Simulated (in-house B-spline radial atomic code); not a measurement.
**RPBE excitations of C4+**

Method: RPBE. Computed with a B-spline radial code for spherical atoms: linear response of the closed shell 1s2 with the functional's adiabatic kernel; scalar-relativistic (spin-free one-electron X2C), finite nucleus, no spin-orbit coupling, no double excitations, S, P, D and F terms only.

Command:
```bash
python run_td.py task.json out
```
Settings (radii: box in bohr, nucleus in fm):
```
Z                        6
electrons                2
configuration            1s2
hamiltonian              x2c
method                   rpbe,pbe
box_radius               19.1
rms_radius               2.4702
intervals                74
```

Run time, properties included: 0.3 s on 1 thread of Arm Neoverse N1 (shared host).

The lowest states, in the order of their Tamm-Dancoff energies; the method's threshold (minus the highest occupied level) is 358.09 eV. Labels give the largest channel, * marks a mixed state, and oscillator strengths are full-response dipole values. Semilocal kernels can invert the small singlet-triplet splittings of Rydberg terms. Energies in eV:

| state | full response | Tamm-Dancoff | oscillator strength |
| --- | --- | --- | --- |
| 1s → 2s 3S | 286.11 | 286.13 | - |
| 1s → 2s 1S | 291.07 | 291.18 | - |
| 1s → 2p 3P | 292.31 | 292.34 | - |
| 1s → 2p 1P | 295.46 | 295.48 | 0.552 |
| 1s → 3s 3S | 329.63 | 329.64 | - |
| 1s → 3s 1S | 330.75 | 330.78 | - |
| 1s → 3p 3P | 331.47 | 331.48 | - |
| 1s → 3p 1P | 332.21 | 332.22 | 0.108 |
| 1s → 3d 3D | ? | ? | - |
| 1s → 3d 1D | 333.11 | 333.11 | - |
| 1s → 4s 3S | 342.78 | 342.78 | - |
| 1s → 4s 1S | 343.21 | 343.22 | - |
| 1s → 4p 3P | 343.52 | 343.53 | - |
| 1s → 4p 1P | 343.82 | 343.82 | 0.041 |
| 1s → 4d 3D | 344.11 | 344.11 | - |
| 1s → 4d 1D | ? | ? | - |

Task: Where does 1s → 3d 3D lie?

Result: At 333.09 eV in full response, 333.09 eV in Tamm-Dancoff.

Task: Where does 1s → 4d 1D lie?

Result: At 344.12 eV in full response, 344.12 eV in Tamm-Dancoff.

Task: How large is the singlet-triplet splitting of 1s → 2s (S terms) in Tamm-Dancoff?

Result: 5.06 eV, from the unrounded values.

Task: What polarisabilities and dispersion coefficient does the method give?

Result: Dipole 0.009244 bohr³, quadrupole 0.001122 bohr⁵, C6 0.0008364 hartree·bohr⁶ for two such species.
